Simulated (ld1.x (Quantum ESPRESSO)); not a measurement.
## Before and after: TM semilocal potential for Be

ld1.x (Quantum ESPRESSO) 7.5 input, shortened:

```
&input
   title='Be', zed=4., rel=1, dft='PBE', iswitch=3,
   config='[He] 2s2 2p0 3d-2'
 /
 &inputp
   pseudotype=1, tm=.true., lloc=1,
   nlcc=.false.
 /
3
2S  1  0   2.00   0.00  2.20  2.20  0.0
3D  3  2  -2.00   0.05  3.35  3.35  0.0
2P  2  1   0.00   0.00  4.20  4.20  0.0
 &test
   configts(1)='2s2 2p0'
 /
```

Change: form changed from semilocal to separable (Kleinman–Bylander), still TM.

Cutoffs: the cutoffs (Ry, on a coarse ladder) from which the occupation-weighted sum of valence levels, in a spherical-Bessel basis at the reference potential, stays within 10 and 1 mRy of its value at 400 Ry; they do not see the model core or the augmentation charge, which bear on the density cutoff. Errors are all-electron minus pseudo energies relative to the spin-unpolarised reference configuration.

How do hardness, ghosts and transferability respond?

The potential gets softer (8 Ry and 21 Ry → 8 Ry and 18 Ry); of the 5 tests that both files solve, the error grows in 0 and shrinks in 2 by more than 15 % and 0.3 meV (median size 20.1 → 20.2 meV); neither file shows a bound ghost. In the semilocal form every listed channel keeps its own potential, so the choice of the local channel does not act on these tests. It acts once the file is put into the separable form. A semilocal file is local in each channel, so a ghost entry of none says nothing of the separable form that plane-wave codes build from it.

| quantity | base | changed |
| --- | --- | --- |
| cutoff, loose | 8 Ry | 8 Ry |
| cutoff, tight | 21 Ry | 18 Ry |
| bound ghosts | none | none |
| error for 2s1 2p0, meV [ΔE 9.55 eV] | +9.2 | +5.1 |
| error for 2s1.5 2p0, meV [ΔE 3.76 eV] | +1.4 | -0.6 |
| error for 2s1 2p1, meV [ΔE 3.61 eV] | -20 | -20 |
| error for 2s0 2p2, meV [ΔE 7.25 eV] | -73 | -73 |
| error for 2s0 2p1, meV [ΔE 13.46 eV] | -194 | -194 |
| s: phases at 4.57 bohr within 0.05 rad from the reference energy up to (Ry; the scan ends near 5) | 0.5 | 0.2 |
| p: phases at 4.57 bohr within 0.05 rad from the reference energy up to (Ry; the scan ends near 5) | 0.3 | 0.3 |
| d: phases at 4.57 bohr within 0.05 rad from the reference energy up to (Ry; the scan ends near 5) | 1.7 | 1.1 |
